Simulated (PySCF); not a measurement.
Compound: C₅H₅N₃O.
Numbering: `[CH2:1]=[CH:2]/[CH:3]=[N:4]/[c:5]1[n:6][cH:7][n:8][o:9]1`

Cartesian coordinates in Å at the GFN2-xTB level; atoms count from 1:
```
atom  x, y, z in Å
C1    -2.780    1.549   -0.704
C2    -2.179    0.423   -0.323
C3    -0.748    0.292   -0.273
N4    -0.218   -0.803    0.110
C5     1.111   -0.934    0.290
N6     1.969   -0.041    0.726
C7     3.108   -0.760    0.827
N8     2.980   -2.004    0.473
O9     1.674   -2.139    0.127
H10   -3.852    1.642   -0.728
H11   -2.213    2.417   -0.999
H12   -2.741   -0.449   -0.023
H13   -0.147    1.150   -0.588
H14    4.035   -0.343    1.163
```

Definitions: NICS(0) = −σiso at the ring centroid; NICS(1) = −σiso and NICS(1)zz = −σzz at ±1 Å along the ring normal z. Level: GIAO PBE0/pcSseg-1 (PySCF, non-relativistic, gas phase) on the GFN2-xTB geometry, one conformer.

Ring bond lengths (Å), with Mayer bond orders in brackets: C5–N6 1.313 (1.54), N6–C7 1.350 (1.30), C7–N8 1.300 (1.66), N8–O9 1.358 (0.99), O9–C5 1.341 (1.11).

Q: Give the NICS values of each ring in ppm.

A: 
```csv
ring,type,NICS(0),"NICS(1), two faces","NICS(1)zz, two faces",rms pucker (Å),"centre to ring atoms, mean (Å)"
C5–N6–C7–N8–O9,5-membered ring with 2 N and O; formal bonds all aromatic,-10.0,-9.9 / -9.7,-25.3 / -25.8,0.00,1.13
```

Q: What can be read from them?

A: 
- C5–N6–C7–N8–O9: mean NICS(1)zz -25.5 ppm, shielded. For a flat ring without four-coordinate atoms the NICS criterion counts such a value as aromatic.

Q: And the bond-length index? HOMA = 1 − mean of α(R − Ropt)² over the ring bonds, with Krygowski's 1993 parameters (CN: Ropt 1.334 Å, α 93.52 Å⁻²; CO: Ropt 1.265 Å, α 157.38 Å⁻²; NO: Ropt 1.248 Å, α 57.21 Å⁻²).

A: 
- C5–N6–C7–N8–O9: HOMA 0.65; the largest term is that of O9–C5, α(R − Ropt)² = 0.90.

Q: At the first NICS(1) probe listed for ring C5–N6–C7–N8–O9, 1 Å off the ring, what do the in-plane components average?

A: The isotropic value is a third of the trace: (3 × -9.9 − (-25.3))/2 = -2.2 ppm.

Q: Give the inner angles of the rings and the Hirshfeld charges of the ring atoms.

A: 
- C5–N6–C7–N8–O9: C5 112.1° (+0.170 e), N6 102.4° (-0.215 e), C7 113.9° (+0.044 e), N8 105.1° (-0.123 e), O9 106.5° (-0.029 e); sum 540.0° against 540° for a flat convex ring.

Q: How shielded are the nuclei of the rings and their hydrogens (means over atoms taken as equivalent)?

A: 
```tsv
atoms	environment	σ isotropic (ppm)	principal values of the symmetric part, first atom (ppm)
C5	aromatic carbon bearing nitrogen	2.4	-54.5, -5.0, 66.6
N6	pyridine-type nitrogen	11.2	-144.4, -35.3, 213.3
C7	aromatic CH next to a ring nitrogen	23.2	-78.7, 41.7, 106.4
N8	pyridine-type nitrogen	-134.6	-345.7, -112.6, 54.5
O9	ring oxygen	-62.5	-189.0, -130.3, 131.7
H14	aromatic hydrogen	23.35	21.8, 23.2, 25.1
```
